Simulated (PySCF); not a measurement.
# Zr: electron affinity

Zr- [Kr] 4d3 5s2 [4d3/2^3, M_J = 3/2] → Zr [Kr] 4d2 5s2 [4d3/2^2, M_J = 2], as a difference of total energies. Calculation: PySCF 2.14, in x2c-SVPall-2c with one added diffuse shell each of s, p, d type (7s9p7d1f, 76 functions); the two-component X2C-1e Hamiltonian. Correlated levels: [Ar] 3d10 frozen; the 6 highest virtual spinors dropped. "Screened" scales the spin-orbit matrix elements by Boettger's factors to mimic the two-electron term; Breit and QED terms are absent.

```tsv
method	electron affinity (eV)
GHF (screened spin-orbit)	-0.185
GMP2 (screened spin-orbit)	-0.198
```

Errors of the correlated levels include the incompleteness of this basis and the frozen core.

The labels give the starting determinants; with spin-orbit coupling the two ends relaxed to ⟨J²⟩ = 7.10, ⟨L²⟩ = 12.01, ⟨S²⟩ = 4.22 and ⟨J²⟩ = 7.72, ⟨L²⟩ = 12.09, ⟨S²⟩ = 2.06.

A negative affinity means that the anion lies above the atom at that level of theory.

The determinant of Zr- and of Zr mixes levels of different J (the jj label is only the starting occupation), so the difference between spin-free and spin-orbit rows is not the physical spin-orbit shift.

For comparison: 0.433 eV (measured; photodetachment measurements, as compiled on the Wikipedia data page of electron affinities).
